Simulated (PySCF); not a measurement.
## Se²⁸⁺: ionisation energy

Se²⁸⁺ [He] 2s2 2p2 (3P) → Se²⁹⁺ [He] 2s2 2p1 (2P), as a difference of total energies. Computed with PySCF 2.14 in an uncontracted even-tempered set (19 s from 8.1 bohr⁻², ratio 2.2; 12 p from 11 bohr⁻², ratio 2.2; 6 d from 43 bohr⁻², ratio 2.4; 5 f from 64 bohr⁻², ratio 2.4; 4 g from 97 bohr⁻², ratio 2.4), with the spin-free X2C one-electron Hamiltonian (Gaussian nucleus). Correlated levels: nothing frozen; virtual orbitals above 40 to 60 times the deepest correlated orbital energy dropped. The calculations carry no spin-orbit coupling.

```json
{"method": "UHF", "ionisation energy (eV)": "3133.2"}
{"method": "LDA", "ionisation energy (eV)": "3130.9"}
{"method": "PBE", "ionisation energy (eV)": "3132.5"}
{"method": "PBE0", "ionisation energy (eV)": "3133.0"}
{"method": "r2SCAN", "ionisation energy (eV)": "3135.1"}
{"method": "r2SCAN0", "ionisation energy (eV)": "3134.9"}
{"method": "B3LYP", "ionisation energy (eV)": "3133.7"}
{"method": "MP2 (all electrons)", "ionisation energy (eV)": "3132.8"}
{"method": "SCS-MP2 (all electrons)", "ionisation energy (eV)": "3132.4"}
```

Spin-orbit coupling is strong in these open shells (close to jj coupling). The scalar numbers leave it out and a first-order estimate fails, so it can dominate the gap to the real levels.

For this ion Breit and QED terms and the two-electron picture change, all absent here, outweigh the differences among the correlated methods.

For comparison: 3146 ± 3 eV (semi-empirical (NIST evaluation); NIST Atomic Spectra Database, ionization energies).
